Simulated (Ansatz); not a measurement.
Born–Oppenheimer molecular dynamics of BBrCl3H (6 atoms, charge 0, multiplicity 1). It starts at the highest image of a converged band, a first-order saddle point between two minima.

Level of theory: Ansatz 0.2.0, RKS CAM-B3LYP-D4/def2-SVP.

```yaml
ensemble: NVE (velocity Verlet)
time_step: 0.5 fs
steps_asked: 200
starting_velocities_drawn_for: 300 K
seed: 10361
```

Frames 1 fs apart, positions in Å.

Velocities at 85 fs (Å/ps):

```
B 4.09 7.05 1.10
Cl -4.58 -3.55 -11.21
Cl 2.29 0.73 -4.27
Cl -5.32 2.72 -6.05
H -14.78 -29.04 -32.48
Br 3.01 -0.54 9.82
```

```xyz
6
Properties=species:S:1:pos:R:3 time_fs=85 energy_less_start_eV=-0.901 T=2042
B -0.535 -0.123 -0.757
Cl 0.725 0.739 -1.675
Cl -0.281 -1.835 -0.687
Cl -2.134 0.579 -0.538
H -0.041 -0.069 3.423
Br 0.710 0.034 2.208
6
Properties=species:S:1:pos:R:3 time_fs=86 energy_less_start_eV=-0.886 T=2014
B -0.531 -0.116 -0.756
Cl 0.721 0.735 -1.686
Cl -0.279 -1.834 -0.691
Cl -2.139 0.582 -0.544
H -0.056 -0.098 3.390
Br 0.713 0.034 2.217
6
Properties=species:S:1:pos:R:3 time_fs=87 energy_less_start_eV=-0.861 T=1966
B -0.527 -0.108 -0.757
Cl 0.716 0.732 -1.697
Cl -0.277 -1.833 -0.695
Cl -2.144 0.584 -0.550
H -0.073 -0.127 3.360
Br 0.716 0.033 2.227
6
Properties=species:S:1:pos:R:3 time_fs=88 energy_less_start_eV=-0.841 T=1926
B -0.523 -0.102 -0.760
Cl 0.711 0.729 -1.708
Cl -0.275 -1.833 -0.699
Cl -2.149 0.587 -0.555
H -0.096 -0.157 3.337
Br 0.719 0.033 2.237
6
Properties=species:S:1:pos:R:3 time_fs=89 energy_less_start_eV=-0.835 T=1914
B -0.520 -0.095 -0.764
Cl 0.706 0.725 -1.718
Cl -0.273 -1.832 -0.703
Cl -2.153 0.590 -0.561
H -0.127 -0.189 3.321
Br 0.723 0.032 2.247
6
Properties=species:S:1:pos:R:3 time_fs=90 energy_less_start_eV=-0.837 T=1918
B -0.518 -0.088 -0.769
Cl 0.702 0.722 -1.728
Cl -0.271 -1.832 -0.706
Cl -2.157 0.592 -0.567
H -0.163 -0.222 3.313
Br 0.726 0.032 2.256
6
Properties=species:S:1:pos:R:3 time_fs=91 energy_less_start_eV=-0.832 T=1908
B -0.517 -0.083 -0.776
Cl 0.697 0.719 -1.739
Cl -0.269 -1.831 -0.710
Cl -2.161 0.595 -0.572
H -0.203 -0.256 3.309
Br 0.729 0.031 2.266
6
Properties=species:S:1:pos:R:3 time_fs=92 energy_less_start_eV=-0.814 T=1874
B -0.516 -0.078 -0.784
Cl 0.692 0.717 -1.749
Cl -0.267 -1.831 -0.713
Cl -2.165 0.597 -0.578
H -0.243 -0.289 3.303
Br 0.733 0.031 2.275
6
Properties=species:S:1:pos:R:3 time_fs=93 energy_less_start_eV=-0.791 T=1831
B -0.516 -0.074 -0.793
Cl 0.687 0.714 -1.759
Cl -0.265 -1.830 -0.716
Cl -2.168 0.599 -0.583
H -0.279 -0.321 3.291
Br 0.736 0.030 2.285
6
Properties=species:S:1:pos:R:3 time_fs=94 energy_less_start_eV=-0.778 T=1805
B -0.518 -0.071 -0.803
Cl 0.682 0.712 -1.769
Cl -0.264 -1.829 -0.719
Cl -2.171 0.602 -0.589
H -0.307 -0.351 3.272
Br 0.739 0.030 2.294
6
Properties=species:S:1:pos:R:3 time_fs=95 energy_less_start_eV=-0.782 T=1813
B -0.520 -0.069 -0.815
Cl 0.677 0.710 -1.779
Cl -0.262 -1.828 -0.722
Cl -2.174 0.604 -0.594
H -0.327 -0.377 3.244
Br 0.742 0.029 2.304
6
Properties=species:S:1:pos:R:3 time_fs=96 energy_less_start_eV=-0.804 T=1854
B -0.524 -0.068 -0.827
Cl 0.673 0.708 -1.788
Cl -0.260 -1.827 -0.724
Cl -2.176 0.606 -0.599
H -0.339 -0.400 3.207
Br 0.746 0.029 2.314
```

Of the whole run (100 fs, mean temperature of the second half 1946 K): The conserved energy stayed within 0.076 meV per atom of its start (net change 0.015 meV per atom), so the integration is sound. The kinetic energy rose, since the run started high on the potential surface and went downhill. It ends in pieces (BCl3 + BrH), so much of that is their flight and rotation, not heat. A run of 0.1 ps of so small a system gives no equilibrium averages. The orbitals stay closed-shell, which can raise the energy where a bond breaks towards radicals; this wasn't checked here.

The run took 12 min on 4 threads of Arm Neoverse N1, on a shared host, peak memory 0.32 GiB.
